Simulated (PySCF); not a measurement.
fluoro(silylmethyl)silane (CH7FSi2), SMILES [SiH3]C[SiH2]F.

Geometry optimised at PBE-D3(BJ)/def2-SVP. Other conformers were not sampled.

Two levels are set side by side: PBE/def2-TZVP (PySCF) and B3LYP/def2-TZVP (PySCF). Same geometry, gas phase. Differences are taken from unrounded values.

```tsv
quantity	PBE
orbital gap (eV)	6.80
highest occupied level (eV)	-7.60
lowest empty level (eV)	-0.79
dipole moment (D)	1.95
mean polarisability (bohr³)	67.3
```

Q: These are the PBE values. What does B3LYP give? (An estimate is asked for; the answer gives what the named calculation found.)

A: 
```
quantity                     B3LYP  PBE minus B3LYP
---------------------------  -----  ---------------
orbital gap (eV)              8.54            -1.74
highest occupied level (eV)  -8.67             1.08
lowest empty level (eV)      -0.13            -0.66
dipole moment (D)             2.02            -0.07
mean polarisability (bohr³)   64.9              2.4
```

PBE's occupied levels lie high since its potential decays too fast outside the molecule; exact exchange lowers them and widens the gap. PBE's more diffuse valence density responds more strongly to a field. Differences between two approximate levels are no errors against the true value.

Rough cost on one machine, each run with all the roots and properties that it gave: B3LYP against PBE within a factor of 2.
